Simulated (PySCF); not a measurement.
# Calculated NMR data

[PySCF: σ from GIAO-PBE0/pcSseg-1; spin–spin couplings from B3LYP/pcJ-1 (spin–dipole term left out of most H,H and C,H couplings); GFN2-xTB geometry; fast rotation and ring inversion assumed for equivalent nuclei; non-relativistic; single conformer; gas phase]

Referencing at the same level of theory: 1H (σ = 31.72 ppm) and 13C (σ = 186.93 ppm) vs TMS. Multiplet labels drop J under 1 Hz and among equivalent protons, and merge close values. Unscaled 3J(H,H) run several per cent high. Splittings of carbon signals by F and P are missing where no couplings were computed. Where no couplings were computed, multiplicities follow the n + 1 count of equivalent neighbours, and m marks all less simple cases (inequivalent or close neighbours, rings, F or P nearby). One-bond C–F couplings are unscaled and too large by tens of Hz. Shifts are as computed. Against solution values, carbons near 30 ppm lie about +3 ppm off and those near 130 ppm about +5 ppm; carbons on Cl a further +6 ppm (rms about the fit 2.1 ppm; single classes can miss by 10 ppm). Of 1328 compounds with measured shifts, 309 miss one by over three times the rms of a fit or turn the order of signals round; such compounds aren't used in these exercises. Signals without a measured value on file couldn't be tested in this way; 1H shifts scatter by 0.2 ppm about their fit, and single ones miss by 0.5 ppm. Carbons bonded to Cl come out too deshielded.

**1.** `InChI=1S/C6H8N2/c1-2-6-4-3-5-7-8-6/h3-5H,2H2,1H3`. 1H NMR (500 MHz, computed): δ 9.46 (d, 1H), 7.39 (m, 1H), 7.38 (m, 1H), 3.15 (q, 2H), 1.35 (t, 3H). 13C{1H} NMR (computed): δ 170.2, 153.5, 130.3, 129.1, 35.8, 20.4.

**2.** SMILES F/C=C(/C)C#N, C4H4FN. 1H NMR (500 MHz, computed): δ 7.15 (dq, J = 82.8, 2.2 Hz, 1H), 1.85 (dd, J = 5.1, 2.2 Hz, 3H). 13C{1H} NMR (computed): δ 168.9 (d, J = 358.4 Hz), 118.8, 99.6 (d, J = 2.2 Hz), 16.8.

**3.** SMILES N#CC/C=C/F, C4H4FN. 1H NMR (500 MHz, computed): δ 6.94 (m, 1H), 5.67 (m, 1H), 2.88 (d, 2H). 13C{1H} NMR (computed): δ 162.6 (CH), 121.1 (C), 110.4 (CH), 16.2 (CH2).

**4.** `CO[SiH2]OCC(Cl)Cl`, C3H8Cl2O2Si. 1H NMR (500 MHz, computed): δ 5.75 (t, 1H), 4.97 (s, 2H), 4.33 (d, 2H), 3.87 (s, 3H). 13C{1H} NMR (computed): δ 85.7, 73.9, 51.2.
